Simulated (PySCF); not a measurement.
# Structure from 2D NMR

Compound of formula C7H12O3. Correlations simulated from computed shifts and the bond graph:

HSQC (one-bond C–H):
| δH | δC |
| --- | --- |
| 6.10 | 67.3 |
| 4.28 | 70.7 |
| 2.50 | 31.4 |
| 2.46 | 31.1 |
| 2.35 | 31.4 |
| 2.33 | 31.1 |
| 1.89 | 12.7 |
| 1.73 | 12.7 |
| 1.32 | 25.1 |

COSY cross peaks (H two or three bonds apart, from the bond graph; peaks can be absent where the dihedral angle is near 90°):
| δH | δH |
| --- | --- |
| 6.10 | 2.50 |
| 6.10 | 2.46 |
| 6.10 | 2.35 |
| 6.10 | 2.33 |
| 4.28 | 1.32 |
| 2.50 | 2.35 |
| 2.50 | 1.89 |
| 2.50 | 1.73 |
| 2.46 | 2.33 |
| 2.46 | 1.89 |
| 2.46 | 1.73 |
| 2.35 | 1.89 |
| 2.35 | 1.73 |
| 2.33 | 1.89 |
| 2.33 | 1.73 |
| 1.89 | 1.73 |

HMBC (two and three bonds, from the bond graph):
| δH | δC |
| --- | --- |
| 6.10 | 184.0, 31.4, 31.1, 12.7 |
| 4.28 | 184.0, 25.1 |
| 2.50 | 67.3, 31.1, 12.7 |
| 2.46 | 67.3, 31.4, 12.7 |
| 2.35 | 67.3, 31.1, 12.7 |
| 2.33 | 67.3, 31.4, 12.7 |
| 1.89 | 67.3, 31.4, 31.1 |
| 1.73 | 67.3, 31.4, 31.1 |
| 1.32 | 184.0, 70.7 |

Carbons without hydrogens: δ 184.0.

[PySCF: structure optimised with GFN2-xTB; NMR shieldings at PBE0/pcSseg-1/GIAO; no solvent model; one averaged value for each set of equivalent atoms; no relativistic terms; one computed conformer]

References, each an isolated molecule treated in the same way: TMS for $^{1}$H (31.72 ppm) and $^{13}$C (186.93 ppm).

Exchangeable hydrogens are left out of these lists.

**Question.** Work out the connectivity.

**Answer.** SMILES C[C@H](O)C(=O)OC1CCC1.

Mapped SMILES: `[CH3:1][C@H:2]([OH:3])[C:4](=[O:5])[O:6][CH:7]1[CH2:8][CH2:9][CH2:10]1` (H(Xn): hydrogen on atom n). Ha(C8), Ha(C9), Ha(C10) are cis to O6 on the ring; Hb(C8), Hb(C9), Hb(C10) are trans to O6 on the ring.

- δC 184.0 is C4, an ester carbonyl carbon.
- δC 70.7 is C2, an sp3 CH bonded to O, α to a carbonyl (δH 4.28).
- δC 67.3 is C7, an sp3 CH bonded to O (δH 6.10).
- δC 31.4 is C8, an sp3 CH2 in a ring (δH 2.35, 2.50).
- δC 31.1 is C10, an sp3 CH2 in a ring (δH 2.33, 2.46).
- δC 25.1 is C1, a methyl carbon (δH 1.32).
- δC 12.7 is C9, an sp3 CH2 in a ring (δH 1.73, 1.89).
- HMBC from δH 6.10 reaches the proton-free carbon C4.
- HMBC from δH 4.28 reaches the proton-free carbon C4.
- HMBC from δH 1.32 reaches the proton-free carbon C4.
- COSY links 6.10–2.50, 6.10–2.46, 6.10–2.35, 6.10–2.33, 4.28–1.32, 2.50–2.35.

This is the structure that produced the data.

The OH or NH signal is concentration- and solvent-dependent in practice; the value given is the gas-phase one. Shifts are as computed. Against solution values, carbons near 30 ppm lie about +3 ppm off and those near 130 ppm about +5 ppm. Of 1211 compounds with measured shifts, 218 miss one by over three times the rms of a fit or turn the order of signals round; such compounds aren't used in these exercises.
